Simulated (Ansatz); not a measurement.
Mulliken charges of CH6BNSi, SMILES `B[SiH2]N=C` from r2SCAN/def2-TZVPP in Ansatz (PBE0-D4/def2-TZVP geometry).

```tsv
atom	x (Å)	y (Å)	z (Å)	charge (e)
B1	-1.810	0.617	-0.809	-0.037
Si2	-0.103	-0.419	-0.626	0.369
N3	1.129	0.465	0.241	-0.331
C4	1.663	0.073	1.309	0.021
H5	-2.730	0.117	-1.387	0.013
H6	-1.959	1.718	-0.371	0.028
H7	0.433	-0.684	-1.992	-0.077
H8	-0.385	-1.745	0.021	-0.106
H9	2.423	0.686	1.807	0.067
H10	1.421	-0.879	1.810	0.053
```

Question: By hand: the dipole of these point charges (1 e Å = 4.8032 D).

Answer: Σ q r = (-0.155, -0.043, 0.086) e Å, of length 0.182 e Å = 0.87 D.

Question: How does the dipole of the full density compare? (Estimate.)

Answer: The calculation gave: (-0.013, -0.132, 0.206) e Å, 1.18 D; the point charges give 0.74 times that, at 55° from its direction.

Point charges leave out the atoms' own dipoles, such as those of lone pairs, and Mulliken's split depends on the basis, so the two needn't agree.
